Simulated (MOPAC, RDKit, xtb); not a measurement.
Pair of molecules: HF (SMILES F) (first 2 atoms) with CH2O2 (SMILES O=CO); geometry from B3LYP-D3(BJ)/def2-TZVP, rigid monomers moved along the line of their centres of mass till H2···O3 is 1.49 Å.
(charge 0, multiplicity 1):
```xyz
7

F      0.39017     0.00140     0.46205
H     -0.15532    -0.47250     1.09499
O     -0.66762    -0.78761     2.45440
C     -0.08627    -0.03804     3.21191
O      0.81424     0.86322     2.86382
H     -0.25706    -0.03574     4.29262
H      0.94196     0.83351     1.88907
```

Counterpoise-corrected where a basis set is named; no monomer relaxation. RDKit's UFF carries no charges.

The state reached by AM1, PM3 isn't checked.

Programs: MOPAC for AM1, PM3 (differences of heats of formation); RDKit for the force fields; xtb for the GFN methods. 

### Question
One of these levels gives 11.55 kcal/mol for the interaction energy. Name it.
A. PM3
B. UFF
C. AM1
D. GFN-FF

### Answer
C, AM1. The others give 528.98 (UFF), -2.22 (GFN-FF), 3.66 (PM3)
